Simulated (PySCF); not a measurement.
System (SMILES): Cl[C]Cl (closed-shell singlet).
Geometry (B3LYP-D3(BJ)/def2-TZVP, fixed):
```xyz
3

Cl    -1.4025    -0.2001     0.0210
C     -0.0305     0.8441     0.0088
Cl     1.4133    -0.0978    -0.0241
```

Basis-set convergence of the mean static polarisability at PBE0 with PySCF. All functions are spherical. Density fitting with generated auxiliary sets. No added dispersion term, no relativity. Reference: the value in aug-pcseg-3, 44.17 bohr³, itself unsure by roughly 0.4 % (its mean distance from aug-cc-pV(Q+d)Z, aug-pcseg-2, aug-cc-pV(T+d)Z).

| basis | functions | mean static polarisability (bohr³) |
|---|---|---|
| pcseg-0 | 35 | 25.55 |
| def2-SVP | 50 | ___ |
| pcseg-1 | 50 | 32.34 |
| aug-pcseg-1 | 77 | ___ |
| aug-cc-pV(D+d)Z | 87 | 42.76 |
| def2-TZVP | 105 | 37.09 |
| 6-311++G(3df,3pd) | 133 | 43.08 |
| def2-TZVPPD | 139 | ___ |
| aug-pcseg-2 | 146 | 43.91 |
| aug-cc-pV(T+d)Z | 156 | 43.89 |
| cc-pV(Q+d)Z | 183 | 40.13 |
| def2-QZVPPD | 221 | ___ |
| aug-pcseg-3 | 263 | 44.17 |

**Question.** Complete the blanks.

**Answer.** 
- def2-SVP, mean static polarisability (bohr³): 28.96
- aug-pcseg-1, mean static polarisability (bohr³): 43.70
- def2-TZVPPD, mean static polarisability (bohr³): 43.96
- def2-QZVPPD, mean static polarisability (bohr³): 44.12
